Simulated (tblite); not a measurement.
Record of a relaxation.

C3H11B2N.
Numbering: `[CH3:1][BH:2][CH2:3][B:4]([CH3:5])[NH2:6]` (hydrogens: H7, H8, H9 on C1; H10 on B2; H11, H12 on C3; H13, H14, H15 on C5; H16, H17 on N6)

Computed with GFN2-xTB (tblite), gas phase: L-BFGS steps from a force-field or distance-geometry start until the largest atomic force falls under 0.01 eV/Å. 11 of its 142 geometries are shown.

Step 0: E = -473.0772 eV, largest atomic force 1.196 eV/Å
```
atom  x, y, z in Å  |  force x, y, z in eV/Å
C1      2.723    0.515   -0.121   -0.297  -0.184  -0.276
B2      1.436   -0.419   -0.237    0.096   0.200   0.495
C3      0.362   -0.452    0.936   -0.178   0.179  -0.162
B4     -1.051    0.067    0.366    0.348   0.467   0.116
C5     -2.292   -0.938    0.326   -0.058   0.318  -0.462
N6     -1.206    1.501   -0.095   -0.672  -0.850   0.507
H7      3.346    0.399   -1.029   -0.077   0.286   0.693
H8      3.311    0.249    0.783   -0.290   0.365  -0.657
H9      2.393    1.572   -0.039    0.394  -0.661   0.046
H10     1.290   -1.105   -1.179   -0.036  -0.031   0.049
H11     0.255   -1.489    1.309    0.000   0.555  -0.140
H12     0.665    0.206    1.771   -0.078  -0.368  -0.371
H13    -3.185   -0.412   -0.083    0.397  -0.656   0.264
H14    -2.038   -1.801   -0.334   -0.397   0.546   0.670
H15    -2.525   -1.290    1.343    0.033  -0.071  -0.587
H16    -1.523    1.475   -1.074    0.074   0.241   0.632
H17    -1.969    1.934    0.473    0.741  -0.336  -0.815
```

Step 14: E = -473.2810 eV, largest atomic force 0.137 eV/Å
```
atom  x, y, z in Å  |  force x, y, z in eV/Å
C1      2.694    0.504   -0.147    0.004   0.022  -0.022
B2      1.431   -0.436   -0.241    0.037   0.019   0.015
C3      0.348   -0.424    0.896   -0.057   0.000   0.045
B4     -1.067    0.071    0.381   -0.008   0.095  -0.043
C5     -2.295   -0.939    0.321   -0.047  -0.004  -0.002
N6     -1.200    1.470   -0.038    0.025   0.024   0.033
H7      3.375    0.456   -0.994   -0.060  -0.048   0.003
H8      3.275    0.268    0.747   -0.050   0.039  -0.043
H9      2.385    1.544   -0.036   -0.012  -0.044   0.039
H10     1.278   -1.175   -1.136    0.065  -0.056  -0.091
H11     0.234   -1.434    1.288    0.022  -0.059   0.018
H12     0.665    0.224    1.712   -0.010   0.038   0.019
H13    -3.212   -0.509   -0.076   -0.005   0.067  -0.045
H14    -2.049   -1.802   -0.296    0.039  -0.018   0.024
H15    -2.535   -1.328    1.308    0.046  -0.051   0.059
H16    -1.408    1.545   -1.028    0.044   0.063   0.091
H17    -1.927    1.977    0.454   -0.033  -0.086  -0.102
```

Step 28: E = -473.9898 eV, largest atomic force 1.219 eV/Å
```
atom  x, y, z in Å  |  force x, y, z in eV/Å
C1      2.588    0.513   -0.223    0.082   0.083  -0.010
B2      1.436   -0.543   -0.282   -0.043  -0.113   0.087
C3      0.346   -0.415    0.817   -0.251  -0.077   0.032
B4     -1.092    0.089    0.351   -0.253  -0.078   0.112
C5     -2.294   -0.942    0.384   -0.028  -0.019  -0.046
N6     -1.337    1.389   -0.034    0.539   0.766  -0.205
H7      3.253    0.515   -1.079    0.104   0.105  -0.029
H8      3.181    0.299    0.668    0.105   0.046  -0.077
H9      2.185    1.512   -0.074    0.123   0.101  -0.059
H10     1.457   -1.407   -1.071   -0.124  -0.090  -0.061
H11     0.094   -1.367    1.269    0.357  -0.291   0.154
H12     0.692    0.259    1.601   -0.060  -0.003   0.067
H13    -3.228   -0.565   -0.045    0.163  -0.074   0.174
H14    -1.952   -1.767   -0.238   -0.257  -0.224   0.062
H15    -2.497   -1.336    1.382   -0.028   0.019  -0.214
H16    -0.556    2.012   -0.296   -1.112  -0.244   0.436
H17    -2.283    1.766   -0.014    0.685   0.092  -0.423
```

Step 42: E = -474.1980 eV, largest atomic force 0.134 eV/Å
```
atom  x, y, z in Å  |  force x, y, z in eV/Å
C1      2.616    0.535   -0.244   -0.054  -0.033  -0.020
B2      1.434   -0.511   -0.247   -0.023   0.002  -0.029
C3      0.340   -0.433    0.871    0.058  -0.034   0.009
B4     -1.095    0.059    0.360   -0.021   0.002   0.042
C5     -2.317   -0.957    0.361   -0.015   0.003  -0.015
N6     -1.312    1.373   -0.020    0.024   0.065  -0.045
H7      3.247    0.517   -1.131   -0.018   0.017   0.032
H8      3.255    0.329    0.617    0.012   0.046  -0.062
H9      2.245    1.550   -0.107    0.068   0.007   0.001
H10     1.393   -1.368   -1.053   -0.014   0.049   0.035
H11     0.203   -1.431    1.287   -0.019  -0.021   0.055
H12     0.663    0.220    1.683   -0.036   0.033   0.004
H13    -3.245   -0.531   -0.016    0.020   0.018  -0.024
H14    -2.091   -1.836   -0.239   -0.017  -0.016   0.033
H15    -2.515   -1.308    1.374    0.008  -0.034  -0.053
H16    -0.619    2.104   -0.042    0.051  -0.121   0.025
H17    -2.210    1.697   -0.338   -0.022   0.015   0.012
```

Step 56: E = -474.2134 eV, largest atomic force 0.052 eV/Å
```
atom  x, y, z in Å  |  force x, y, z in eV/Å
C1      2.600    0.553   -0.263    0.023   0.028   0.017
B2      1.414   -0.488   -0.222   -0.013   0.044  -0.001
C3      0.336   -0.429    0.912   -0.030  -0.016   0.033
B4     -1.103    0.032    0.375    0.019  -0.020   0.011
C5     -2.332   -0.976    0.346    0.002   0.016  -0.009
N6     -1.275    1.349   -0.022    0.013  -0.015   0.024
H7      3.197    0.520   -1.172   -0.026   0.013   0.006
H8      3.275    0.343    0.569    0.020  -0.017  -0.011
H9      2.272    1.581   -0.113   -0.037  -0.007  -0.011
H10     1.356   -1.328   -1.039   -0.025  -0.045   0.006
H11     0.218   -1.420    1.349    0.002  -0.030   0.010
H12     0.628    0.250    1.715    0.027   0.003  -0.016
H13    -3.241   -0.529   -0.051   -0.013   0.008  -0.022
H14    -2.111   -1.857   -0.254    0.031   0.024  -0.012
H15    -2.563   -1.342    1.345    0.019   0.019   0.001
H16    -0.531    2.026   -0.018   -0.023  -0.002  -0.014
H17    -2.150    1.728   -0.342    0.011  -0.002  -0.012
```

Step 70: E = -474.2242 eV, largest atomic force 0.090 eV/Å
```
atom  x, y, z in Å  |  force x, y, z in eV/Å
C1      2.527    0.567   -0.291   -0.042  -0.021   0.005
B2      1.381   -0.514   -0.178   -0.032  -0.016   0.013
C3      0.349   -0.449    0.999   -0.006  -0.001  -0.034
B4     -1.069    0.031    0.423   -0.016   0.035  -0.011
C5     -2.301   -0.962    0.312   -0.007  -0.007   0.003
N6     -1.215    1.343   -0.001    0.018   0.022  -0.049
H7      3.035    0.586   -1.252    0.009   0.005   0.008
H8      3.280    0.356    0.469    0.025  -0.027  -0.039
H9      2.176    1.574   -0.074   -0.024   0.016  -0.012
H10     1.291   -1.375   -0.977    0.047   0.043   0.064
H11     0.221   -1.433    1.450   -0.020   0.032   0.003
H12     0.666    0.243    1.781   -0.008  -0.035  -0.019
H13    -3.186   -0.506   -0.130    0.024   0.013  -0.023
H14    -2.034   -1.821   -0.301   -0.028  -0.030   0.018
H15    -2.597   -1.350    1.284    0.036  -0.029   0.006
H16    -0.463    2.011   -0.012   -0.005   0.012   0.036
H17    -2.069    1.712   -0.387    0.028  -0.011   0.033
```

Step 85: E = -474.2385 eV, largest atomic force 0.064 eV/Å
```
atom  x, y, z in Å  |  force x, y, z in eV/Å
C1      2.398    0.586   -0.343    0.061   0.006  -0.018
B2      1.359   -0.576   -0.094    0.051   0.018   0.015
C3      0.341   -0.472    1.085   -0.012   0.015   0.000
B4     -1.029    0.043    0.429   -0.017  -0.009   0.011
C5     -2.251   -0.953    0.248    0.003  -0.001   0.004
N6     -1.120    1.360    0.009   -0.024   0.012   0.044
H7      2.731    0.675   -1.376   -0.008  -0.019   0.040
H8      3.288    0.370    0.254   -0.014   0.001  -0.061
H9      2.052    1.565   -0.016   -0.012  -0.013   0.010
H10     1.351   -1.509   -0.807    0.012  -0.013   0.025
H11     0.160   -1.427    1.575    0.007  -0.013  -0.027
H12     0.665    0.240    1.843   -0.007   0.015   0.004
H13    -3.118   -0.507   -0.235    0.023   0.013  -0.006
H14    -1.948   -1.814   -0.345   -0.022   0.004  -0.004
H15    -2.580   -1.347    1.209   -0.007   0.006  -0.017
H16    -0.367    2.022    0.096   -0.012  -0.027  -0.019
H17    -1.940    1.756   -0.417   -0.022   0.006  -0.002
```

Step 99: E = -474.2503 eV, largest atomic force 0.075 eV/Å
```
atom  x, y, z in Å  |  force x, y, z in eV/Å
C1      2.378    0.591   -0.371   -0.066   0.015   0.033
B2      1.415   -0.608   -0.009    0.025   0.018   0.019
C3      0.332   -0.478    1.107    0.032   0.006   0.009
B4     -1.022    0.041    0.427   -0.001   0.003   0.017
C5     -2.245   -0.944    0.201   -0.017   0.007  -0.009
N6     -1.124    1.370    0.054   -0.025  -0.019  -0.013
H7      2.513    0.696   -1.445    0.017   0.016  -0.037
H8      3.368    0.394    0.038    0.030  -0.043  -0.002
H9      2.066    1.554    0.027   -0.008  -0.013   0.001
H10     1.518   -1.612   -0.609    0.014  -0.031  -0.035
H11     0.133   -1.429    1.599    0.025   0.009   0.019
H12     0.626    0.247    1.866   -0.006   0.005   0.021
H13    -3.081   -0.470   -0.308   -0.032  -0.010  -0.024
H14    -1.949   -1.811   -0.386    0.008   0.009   0.000
H15    -2.619   -1.329    1.148    0.001  -0.004   0.001
H16    -0.374    2.033    0.157    0.008   0.016  -0.001
H17    -1.941    1.767   -0.378   -0.003   0.017   0.000
```

Step 113: E = -474.2524 eV, largest atomic force 0.026 eV/Å
```
atom  x, y, z in Å  |  force x, y, z in eV/Å
C1      2.345    0.589   -0.387    0.006  -0.003   0.016
B2      1.420   -0.622    0.023   -0.004  -0.019  -0.004
C3      0.335   -0.476    1.136    0.010   0.002  -0.002
B4     -1.016    0.041    0.441    0.007   0.005  -0.010
C5     -2.235   -0.940    0.176    0.003   0.000  -0.002
N6     -1.109    1.371    0.066   -0.003   0.008   0.006
H7      2.391    0.722   -1.467   -0.005   0.001   0.011
H8      3.367    0.381   -0.069    0.019  -0.013  -0.013
H9      2.065    1.540    0.060   -0.002   0.019  -0.005
H10     1.557   -1.643   -0.542   -0.012  -0.001  -0.013
H11     0.138   -1.418    1.646   -0.006   0.007   0.001
H12     0.630    0.261    1.883   -0.017   0.009   0.006
H13    -3.057   -0.464   -0.356   -0.001  -0.003  -0.006
H14    -1.920   -1.802   -0.408    0.004  -0.004   0.000
H15    -2.638   -1.332    1.108    0.004  -0.005   0.009
H16    -0.360    2.032    0.183   -0.001   0.003   0.002
H17    -1.918    1.773   -0.378   -0.002  -0.007   0.002
```

Step 127: E = -474.2557 eV, largest atomic force 0.029 eV/Å
```
atom  x, y, z in Å  |  force x, y, z in eV/Å
C1      2.343    0.565   -0.385    0.001   0.008  -0.001
B2      1.412   -0.630    0.057    0.001   0.003   0.023
C3      0.333   -0.445    1.170   -0.007   0.009   0.009
B4     -1.009    0.048    0.443    0.000   0.006  -0.004
C5     -2.201   -0.954    0.137   -0.003   0.007   0.007
N6     -1.123    1.381    0.086    0.002   0.004  -0.015
H7      2.227    0.767   -1.450   -0.001   0.009   0.000
H8      3.393    0.305   -0.250   -0.012  -0.009   0.006
H9      2.167    1.495    0.152    0.017  -0.007  -0.013
H10     1.519   -1.656   -0.506   -0.008  -0.005   0.006
H11     0.126   -1.364    1.715    0.012  -0.009  -0.025
H12     0.622    0.320    1.891    0.015  -0.004   0.008
H13    -3.009   -0.490   -0.426   -0.003  -0.018  -0.008
H14    -1.855   -1.816   -0.429    0.000   0.011   0.012
H15    -2.631   -1.342    1.059   -0.001  -0.016  -0.007
H16    -0.394    2.059    0.232    0.002   0.000   0.002
H17    -1.926    1.767   -0.381   -0.014   0.012   0.001
```

Step 141: E = -474.2573 eV, largest atomic force 0.010 eV/Å
```
atom  x, y, z in Å  |  force x, y, z in eV/Å
C1      2.366    0.543   -0.381   -0.002  -0.001  -0.005
B2      1.400   -0.621    0.067   -0.001  -0.002   0.000
C3      0.326   -0.410    1.180   -0.003  -0.001   0.003
B4     -1.019    0.064    0.446   -0.005   0.003   0.000
C5     -2.182   -0.967    0.122   -0.001  -0.001   0.002
N6     -1.154    1.396    0.091   -0.005   0.002   0.004
H7      2.173    0.809   -1.421   -0.001   0.001  -0.002
H8      3.406    0.221   -0.349    0.008  -0.005   0.003
H9      2.286    1.452    0.212    0.000   0.008   0.000
H10     1.467   -1.649   -0.498    0.004  -0.002  -0.003
H11     0.121   -1.327    1.730   -0.001  -0.004   0.003
H12     0.620    0.359    1.894    0.004   0.002   0.002
H13    -2.990   -0.532   -0.464    0.002  -0.002  -0.001
H14    -1.799   -1.823   -0.427   -0.001   0.000  -0.001
H15    -2.623   -1.362    1.036    0.001   0.001  -0.001
H16    -0.441    2.087    0.251    0.003   0.000   0.000
H17    -1.964    1.772   -0.373   -0.002   0.000  -0.003
```

**Question.** Summarise the path.

**Answer.** The energy falls by 1.1801 eV from step 0 to step 141; nine tenths of that is first reached at step 33. It rises by more than 0.2 meV at step 22. The largest force goes from 1.196 to 0.010 eV/Å. Among the bonds B4–N6 changes most, from 1.514 to 1.385 Å; the atoms move by 0.729 Å rms after alignment.

**Question.** Follow the three bonds and two angles with the largest change from start to end.

**Answer.** 
| step | E above end (eV) | largest force (eV/Å) | B4–N6 (Å) | N6–H17 (Å) | B2–C3 (Å) | B4–N6–H17 (°) | B4–N6–H16 (°) |
| --- | --- | --- | --- | --- | --- | --- | --- |
| 0 | 1.1801 | 1.196 | 1.514 | 1.045 | 1.591 | 107.6 | 107.3 |
| 6 | 0.9927 | 0.167 | 1.472 | 1.016 | 1.572 | 111.1 | 110.6 |
| 12 | 0.9802 | 0.105 | 1.464 | 1.012 | 1.577 | 112.7 | 110.9 |
| 18 | 0.9474 | 0.550 | 1.465 | 1.015 | 1.568 | 118.4 | 116.1 |
| 25 | 0.4830 | 1.062 | 1.408 | 1.007 | 1.538 | 120.6 | 123.4 |
| 31 | 0.1702 | 0.538 | 1.380 | 1.008 | 1.562 | 121.2 | 123.5 |
| 37 | 0.0721 | 0.280 | 1.389 | 1.007 | 1.568 | 122.9 | 124.5 |
| 43 | 0.0574 | 0.098 | 1.386 | 1.007 | 1.566 | 122.1 | 125.6 |
| 49 | 0.0468 | 0.064 | 1.385 | 1.006 | 1.564 | 123.6 | 123.5 |
| 55 | 0.0444 | 0.047 | 1.386 | 1.006 | 1.565 | 123.8 | 123.1 |
| 61 | 0.0405 | 0.077 | 1.386 | 1.007 | 1.568 | 123.9 | 123.6 |
| 67 | 0.0354 | 0.085 | 1.386 | 1.006 | 1.564 | 123.5 | 123.6 |
| 74 | 0.0289 | 0.064 | 1.386 | 1.007 | 1.562 | 123.2 | 123.7 |
| 80 | 0.0226 | 0.069 | 1.386 | 1.005 | 1.562 | 123.8 | 123.7 |
| 86 | 0.0181 | 0.061 | 1.385 | 1.006 | 1.561 | 124.0 | 123.3 |
| 92 | 0.0132 | 0.075 | 1.385 | 1.007 | 1.561 | 125.0 | 122.0 |
| 98 | 0.0072 | 0.097 | 1.385 | 1.006 | 1.560 | 123.8 | 123.4 |
| 104 | 0.0057 | 0.023 | 1.385 | 1.006 | 1.562 | 123.6 | 123.6 |
| 110 | 0.0052 | 0.029 | 1.385 | 1.006 | 1.562 | 123.8 | 123.3 |
| 116 | 0.0045 | 0.035 | 1.385 | 1.006 | 1.561 | 124.0 | 123.2 |
| 123 | 0.0028 | 0.046 | 1.385 | 1.006 | 1.562 | 123.7 | 123.4 |
| 129 | 0.0011 | 0.040 | 1.385 | 1.006 | 1.561 | 123.7 | 123.5 |
| 135 | 0.0003 | 0.028 | 1.385 | 1.006 | 1.561 | 123.8 | 123.4 |
| 141 | 0.0000 | 0.010 | 1.385 | 1.006 | 1.561 | 123.8 | 123.4 |

The cost below is that of the whole relaxation. Time: 1.0 s of wall time. Hardware: an Intel Xeon at 2.70 GHz with one thread (shared host).
